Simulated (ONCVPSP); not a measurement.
**Which change was made? (Nb, ONCV)**

```json
{
 "Element": "niobium",
 "Generator": "ONCVPSP 4.0.1",
 "Type": "optimised norm-conserving Vanderbilt (ONCV)",
 "Functional": "PBE",
 "Relativity": "scalar-relativistic",
 "Frozen core": "[Ar] 3d10",
 "Valence charge": "13",
 "Reference configuration": "4s2 4p6 4d4 5s0.75 5p0.25",
 "Partial waves": "4s+5s: rc 1.50 bohr, ncon 4, nbas 9, qcut 6.7 1/bohr, 2 projectors; 4p+5p: rc 1.90 bohr, ncon 4, nbas 7, qcut 8 1/bohr, 2 projectors; 4d: rc 2.90 bohr, ncon 5, nbas 9, qcut 5.2 1/bohr, 2 projectors, debl 1 Ha",
 "Local potential": "polynomial inside 1.25 bohr (lpopt 5, dvloc0 0 Ha)",
 "Core correction": "Teter function, fcfact 2.25, rcfact 1.45"
}
```

Cutoffs, loose and tight: the cutoffs (Ha) at which the residual kinetic energy of the hardest occupied pseudo-wave falls to 1 and 0.1 mHa per electron. They do not see the model core or the augmentation charge, which bear on the density cutoff. Test errors are all-electron minus pseudo excitation energies from the reference, over the configurations 4s2 4p6 4d4 5s1 5p0; 4s2 4p6 4d4 5s0 5p0; 4s2 4p6 4d3 5s0 5p0; 4s2 4p6 4d3 5s2 5p0; variants that change the core or the reference have their own tests. The largest error is taken over the tests solved by every variant that gives reliable tests at all, those not shown here included: 4s2 4p6 4d3 5s2 5p0; 4s2 4p6 4d4 5s0 5p0; 4s2 4p6 4d4 5s1 5p0.

The base gives: outcome: generated; cutoff, loose: 19 Ha; cutoff, tight: 24 Ha; bound ghosts: none; GHOST(+) flags above zero: s; largest test error (meV): +21.

Problem. After one change the result is: outcome: generated; cutoff, loose: 23 Ha; cutoff, tight: 123 Ha; bound ghosts: none; GHOST(+) flags above zero: s; largest test error (meV): +8.8. Which change was it?
A. all radii but the core radius scaled by about 0.77 (s 1.16, p 1.46, d 2.24 bohr); local potential polynomial inside 0.96 bohr (lpopt 5, dvloc0 0 Ha)
B. all radii but the core radius scaled by about 1.23 (s 1.84, p 2.34, d 3.58 bohr); local potential polynomial inside 1.54 bohr (lpopt 5, dvloc0 0 Ha)
C. all radii but the core radius scaled by about 0.84 (s 1.26, p 1.60, d 2.46 bohr); local potential polynomial inside 1.06 bohr (lpopt 5, dvloc0 0 Ha)
D. all radii but the core radius scaled by about 1.34 (s 2.00, p 2.54, d 3.88 bohr); local potential polynomial inside 1.66 bohr (lpopt 5, dvloc0 0 Ha)

Solution. C. The others give: all radii but the core radius scaled by about 1.34 (s 2.00, p 2.54, d 3.88 bohr); local potential polynomial inside 1.66 bohr (lpopt 5, dvloc0 0 Ha) → outcome: generated; cutoff, loose: 14 Ha; cutoff, tight: 17 Ha; bound ghosts: none; GHOST(+) flags above zero: d; largest test error (meV): +70 | all radii but the core radius scaled by about 1.23 (s 1.84, p 2.34, d 3.58 bohr); local potential polynomial inside 1.54 bohr (lpopt 5, dvloc0 0 Ha) → outcome: generated; cutoff, loose: 16 Ha; cutoff, tight: 18 Ha; bound ghosts: d; GHOST(+) flags above zero: none; largest test error (meV): +51 | all radii but the core radius scaled by about 0.77 (s 1.16, p 1.46, d 2.24 bohr); local potential polynomial inside 0.96 bohr (lpopt 5, dvloc0 0 Ha) → outcome: generated; cutoff, loose: 32 Ha; cutoff, tight: 149 Ha; bound ghosts: none; GHOST(+) flags above zero: s; largest test error (meV): +5.3.
